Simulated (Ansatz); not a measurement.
Ansatz (a first-principles code) input (CCSD(T)/def2-SVPD):

Ansatz 0.2 input:
```yaml
crystal:
  periodic: [false, false, false]
  atoms:
    - {symbol: Mg, position_ang: [-0.00000000, -0.00000000, -0.75868323]}
    - {symbol: F, position_ang: [0.00000000, 0.00000000, 1.01157765]}
basis:
  gaussian:
    orbitals: def2-SVPD
magnetization: {spin_polarized: true, initial_magnetization: 1}
correlation: {method: ccsd_t, electrons: outside_noble_gas}
output: {forces: true}
```

End of the output:

```
cycle   3  -5.97076796 eV  change   -3.9e-2 eV  update   1.3e-2
cycle   4  -5.97096888 eV  change   -2.0e-4 eV  update   3.5e-3
cycle   5  -5.96820353 eV  change    2.8e-3 eV  update   1.6e-3
cycle   6  -5.96827251 eV  change   -6.9e-5 eV  update   5.2e-4
cycle   7  -5.96849744 eV  change   -2.2e-4 eV  update   1.8e-4
cycle   8  -5.96851531 eV  change   -1.8e-5 eV  update   7.5e-5
cycle   9  -5.96850683 eV  change    8.5e-6 eV  update   3.2e-5
cycle  10  -5.96851452 eV  change   -7.7e-6 eV  update   1.2e-5
cycle  11  -5.96851060 eV  change    3.9e-6 eV  update   4.1e-6
perturbative correction -0.12414351 eV, -0.0045621899 hartree
the calculation of the forces begins
Total energy: -8141.09694394 eV, -299.1797944561 hartree
Atom 0 at    -0.000000    -0.000000    -0.758683 Å, force    -0.000000     0.000000    -0.434672 eV/Å
Atom 1 at     0.000000     0.000000     1.011578 Å, force     0.000000     0.000000     0.434672 eV/Å
Dipole moment:    -0.000000     0.000000    -0.666791 e Å
```
